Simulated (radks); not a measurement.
Question: All-electron calculation, scalar-relativistic Kohn-Sham, PBE, spin-unpolarised, spherical densities, point nucleus. Program: a radial shooting solver on a logarithmic mesh with Libxc functionals. Each species is in its NIST ground configuration. Rank Co2+, Mn2+, Zn2+, V2+, Sc2+, Ni2+, Cr2+, Cu2+, Fe2+, Ti2+ by radius at which the density is 0.001 e/bohr^3 (bohr), largest first.

Answer: Ti2+ 3.16, V2+ 3.16, Cr2+ 3.14, Sc2+ 3.11, Mn2+ 3.10, Fe2+ 3.06, Co2+ 3.02, Ni2+ 2.97, Cu2+ 2.93, Zn2+ 2.89.
